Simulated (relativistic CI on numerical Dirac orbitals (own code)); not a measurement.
Calculated at this level of theory: Dirac-Coulomb-Breit CI, KLI orbitals optimised for each configuration, model QED (radiative potential, 1s self-energy scaled to tabulated hydrogen-like ionisation energies), valence Slater integrals scaled by 0.85, P86 correlation estimate, and configurations built on the next ion tied to the tabulated ionisation energy (semi-empirical) (own radial code, finite nucleus).

Configuration list (outside the closed core [Ar] 3d10): 4s2.4p5, 4s2.4p4.5s, 4s2.4p4.5p, 4s2.4p4.4d, 4s2.4p4.5d, 4s2.4p4.6s, 4s2.4p4.4f, 4s2.4p4.5f, 4s.4p6, 4s2.4p4.6p, 4s2.4p3.4d2, 4s2.4p4.6d, 4s2.4p4.5g, 4s2.4p4.6f. Levels of other configurations are missing.

Configurations that consist of the next ion and one excited electron were tied to the tabulated ionisation energy; Rydberg ones are usually within 1,000 to 3,000 cm⁻¹ and the lowest ones within about 6,000 (9,000 in d shells), while levels on excited terms of the next ion carry the error of that term, and the other configurations can be misplaced by 10,000 cm⁻¹ or more. Rates follow the energies as ν³ (E1, M1) or ν⁵ (E2), so rates, branching and lifetimes can be off by large factors. The fine structure of a lone outer electron comes out too small, for d and f at times inverted, and misplaced configurations move strength between like terms. 21 of the 28 excited levels that our extract of the measured tables holds in this range could be paired (the sources list more); they are missed by 806 cm⁻¹ on average and 3402 at most, and levels without a partner can miss by more.

Outline of the computed level scheme of Br I. Lowest level of each configuration: 4s2.4p5 2P°_3/2 at 0.0000 eV; 4s2.4p4.5s 4P_5/2 at 7.9198 eV; 4s2.4p4.5p 4P°_5/2 at 9.1936 eV; 4s2.4p4.4d 4D_7/2 at 9.8675 eV; 4s2.4p4.6s 4P_5/2 at 10.1824 eV; 4s2.4p4.6p 4P°_5/2 at 10.5962 eV.

Some strong electric-dipole decays among the lowest 45 levels: 4s2.4p4.5s 2P_1/2 → 4s2.4p5 2P°_1/2 (4.1e+08 s⁻¹); 4s2.4p4.5s 2P_3/2 → 4s2.4p5 2P°_3/2 (3.7e+08 s⁻¹); 4s2.4p4.5s 2P_1/2 → 4s2.4p5 2P°_3/2 (3.1e+08 s⁻¹); 4s2.4p4.6s 2P_3/2 → 4s2.4p5 2P°_3/2 (2.9e+08 s⁻¹); 4s2.4p4.5s 4P_3/2 → 4s2.4p5 2P°_3/2 (2.8e+08 s⁻¹); 4s2.4p4.5s 2D_5/2 → 4s2.4p5 2P°_3/2 (2.4e+08 s⁻¹); 4s2.4p4.5s 2D_3/2 → 4s2.4p5 2P°_1/2 (2.3e+08 s⁻¹); 4s2.4p4.4d 2D_5/2 → 4s2.4p5 2P°_3/2 (1.8e+08 s⁻¹).

Rates of lines that live on the mixing of spin multiplicities can be off by large factors.

LS names give the leading component of a level, which can be under half, so a name can repeat, a term be missing and a line seem to break the LS rules.
